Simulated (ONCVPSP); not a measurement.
u(r) = r·R(r): atom against pseudo-atom (Zn)

Columns: radius, all-electron u(r) and pseudo u(r) of the 3s shell (level -130.43 eV) of zinc in the configuration [Ne] 3s2 3p6 3d10 4s1.5 4p0.5; PBE, scalar-relativistic, ONCV scheme, ONCVPSP 4.0.1.

```json
{"r (bohr)": "0.057", "all-electron": "0.1161", "pseudo": "0.1856"}
{"r (bohr)": "0.115", "all-electron": "-0.5799", "pseudo": "0.3703"}
{"r (bohr)": "0.172", "all-electron": "-0.7011", "pseudo": "0.5438"}
{"r (bohr)": "0.230", "all-electron": "-0.3854", "pseudo": "0.7078"}
{"r (bohr)": "0.288", "all-electron": "0.0958", "pseudo": "0.8549"}
{"r (bohr)": "0.345", "all-electron": "0.5523", "pseudo": "0.9790"}
{"r (bohr)": "0.402", "all-electron": "0.9141", "pseudo": "1.0795"}
{"r (bohr)": "0.460", "all-electron": "1.1642", "pseudo": "1.1547"}
{"r (bohr)": "0.518", "all-electron": "1.3031", "pseudo": "1.2009"}
{"r (bohr)": "0.575", "all-electron": "1.3526", "pseudo": "1.2179"}
{"r (bohr)": "0.632", "all-electron": "1.3385", "pseudo": "1.2079"}
{"r (bohr)": "0.690", "all-electron": "1.2797", "pseudo": "1.1724"}
{"r (bohr)": "0.747", "all-electron": "1.1949", "pseudo": "1.1166"}
{"r (bohr)": "0.805", "all-electron": "1.0937", "pseudo": "1.0431"}
{"r (bohr)": "0.862", "all-electron": "0.9886", "pseudo": "0.9594"}
{"r (bohr)": "0.920", "all-electron": "0.8820", "pseudo": "0.8677"}
{"r (bohr)": "0.977", "all-electron": "0.7816", "pseudo": "0.7758"}
{"r (bohr)": "1.035", "all-electron": "0.6860", "pseudo": "0.6844"}
{"r (bohr)": "1.092", "all-electron": "0.6000", "pseudo": "0.5997"}
{"r (bohr)": "1.150", "all-electron": "0.5210", "pseudo": "0.5209"}
{"r (bohr)": "1.208", "all-electron": "0.4504", "pseudo": "0.4503"}
{"r (bohr)": "1.265", "all-electron": "0.3891", "pseudo": "0.3890"}
{"r (bohr)": "1.322", "all-electron": "0.3352", "pseudo": "0.3351"}
{"r (bohr)": "1.380", "all-electron": "0.2871", "pseudo": "0.2871"}
{"r (bohr)": "1.438", "all-electron": "0.2455", "pseudo": "0.2455"}
{"r (bohr)": "1.495", "all-electron": "0.2101", "pseudo": "0.2100"}
```

(1) How many radial nodes do the two functions have?

(2) At about which radius was the pseudo-wave matched?

(3) Where does each function peak?

(4) Is the pseudo-wave norm-conserving?

Answers

(1) The all-electron 3s function has n − l − 1 = 2; the pseudo-wave has 0, since the states of the same l below it are removed with the core.

(2) 1.15 bohr, where the columns begin to agree (steps of 0.06 bohr).

(3) Outermost all-electron maximum near 0.57 bohr, pseudo maximum near 0.57 bohr (to the table’s step).

(4) Yes: the ONCV scheme keeps the norm inside the radius equal to the all-electron one, which fixes the energy derivative of the logarithmic derivative at the level.
